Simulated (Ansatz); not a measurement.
Basis sets compared for SiHI3. Total charge 0; singlet. Geometry r2SCAN-D4/def2-SVP. Ansatz on 4 threads of Intel Xeon on a shared host; times are rough, and most runs start from earlier orbitals.

Cartesian coordinates in Å:
```
Si -0.111 0.096 -0.062
H -1.141 0.990 -0.645
I -0.298 0.206 2.375
I 2.084 0.884 -0.802
I -0.534 -2.177 -0.865
```

In the def2 sets I takes a core potential; there is no spin–orbit coupling.

Binding counts from free atoms (Si triplet, H doublet, I doublet) in the same basis, without a counterpoise term.

```
           level  functions  energy (Eh)  HOMO (eV)  LUMO (eV)  binding per atom (eV)  wall time
 PBE-D4/def2-SVP        101   -1183.0398      -6.48      -2.88                   2.45      4.6 s
PBE0-D4/def2-SVP        101   -1183.1463      -7.64      -2.17                   2.40      9.6 s
```

Q: Estimate the rows for PBE-D4/def2-TZVP (with forces), PBE0-D4/def2-TZVP.

A: 
```tsv
level	functions	energy (Eh)	HOMO (eV)	LUMO (eV)	binding per atom (eV)	wall time
PBE-D4/def2-TZVP (with forces)	193	-1183.1761	-6.55	-2.93	2.49	8.6 s
PBE0-D4/def2-TZVP	193	-1183.2808	-7.66	-2.19	2.45	15 s
```
